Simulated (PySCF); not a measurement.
2-tert-butyl-4-fluorothiophene (C8H11FS), SMILES CC(C)(C)c1cc(F)cs1.

Coordinates come from a B3LYP-D3(BJ)/def2-SVP optimisation.

Computed with PySCF 2.14.0 with B3LYP-D3(BJ)/def2-SVP.

Frequencies are harmonic and unscaled.

| mode | ν (cm⁻¹) | IR (km/mol) | moving atoms (share of kinetic energy) |
|---|---|---|---|
| 1 | 24 | 0.0 | C 45 %, S 23 %, H 20 %, F 13 % |
| 2 | 133 | 0.2 | C 67 %, H 25 %, F 8 % |
| 3 | 179 | 0.2 | C 43 %, F 21 %, S 19 %, H 17 % |
| 4 | 241 | 0.0 | H 91 % |
| 5 | 275 | 0.0 | C 59 %, F 24 %, H 11 % |
| 6 | 286 | 0.0 | H 75 %, C 18 % |
| 7 | 293 | 0.4 | H 42 %, C 37 %, F 15 % |
| 8 | 316 | 0.0 | H 55 %, C 37 % |
| 9 | 320 | 0.0 | H 68 %, C 27 % |
| 10 | 327 | 0.2 | C 53 %, H 34 %, S 13 % |
| 11 | 396 | 0.0 | C 62 %, H 34 % |
| 12 | 409 | 0.2 | C 57 %, H 24 %, F 17 % |
| 13 | 460 | 2.7 | C 50 %, H 19 %, S 17 %, F 14 % |
| 14 | 547 | 2.3 | S 36 %, C 36 %, F 17 %, H 11 % |
| 15 | 560 | 3.5 | C 46 %, F 27 %, H 20 % |
| 16 | 584 | 0.0 | C 74 %, H 24 % |
| 17 | 637 | 14.0 | C 65 %, H 34 % |
| 18 | 712 | 4.3 | C 62 %, S 21 %, H 13 % |
| 19 | 733 | 30.4 | H 63 %, C 36 % |
| 20 | 825 | 0.7 | C 68 %, H 30 % |
| 21 | 846 | 21.1 | H 64 %, C 36 % |
| 22 | 867 | 12.0 | C 57 %, H 24 %, S 17 % |
| 23 | 935 | 0.6 | H 56 %, C 44 % |
| 24 | 945 | 0.8 | H 59 %, C 41 % |
| 25 | 959 | 0.0 | H 82 %, C 18 % |
| 26 | 991 | 27.2 | C 68 %, H 23 %, F 9 % |
| 27 | 1030 | 3.0 | H 54 %, C 46 % |
| 28 | 1042 | 0.1 | H 69 %, C 31 % |
| 29 | 1058 | 3.9 | H 51 %, C 48 % |
| 30 | 1165 | 30.6 | H 52 %, C 37 %, F 10 % |
| 31 | 1186 | 11.5 | H 64 %, C 34 % |
| 32 | 1228 | 4.4 | C 70 %, H 30 % |
| 33 | 1244 | 1.0 | C 67 %, H 32 % |
| 34 | 1279 | 15.0 | C 75 %, H 25 % |
| 35 | 1384 | 5.6 | H 80 %, C 20 % |
| 36 | 1385 | 6.3 | H 78 %, C 22 % |
| 37 | 1413 | 3.3 | H 80 %, C 20 % |
| 38 | 1441 | 112.0 | C 86 %, H 10 % |
| 39 | 1452 | 0.0 | H 96 % |
| 40 | 1457 | 0.1 | H 96 % |
| 41 | 1462 | 2.9 | H 96 % |
| 42 | 1476 | 7.0 | H 94 % |
| 43 | 1478 | 5.7 | H 95 % |
| 44 | 1491 | 4.4 | H 89 %, C 11 % |
| 45 | 1532 | 4.3 | C 91 % |
| 46 | 1632 | 110.1 | C 92 % |
| 47 | 3027 | 18.5 | H 97 % |
| 48 | 3029 | 19.7 | H 97 % |
| 49 | 3036 | 16.6 | H 97 % |
| 50 | 3110 | 0.4 | H 90 %, C 10 % |
| 51 | 3113 | 10.2 | H 90 %, C 10 % |
| 52 | 3119 | 42.3 | H 91 %, C 9 % |
| 53 | 3119 | 14.3 | H 90 %, C 10 % |
| 54 | 3122 | 32.1 | H 91 %, C 9 % |
| 55 | 3122 | 25.0 | H 91 %, C 9 % |
| 56 | 3237 | 0.1 | H 91 %, C 9 % |
| 57 | 3267 | 4.9 | H 91 %, C 9 % |
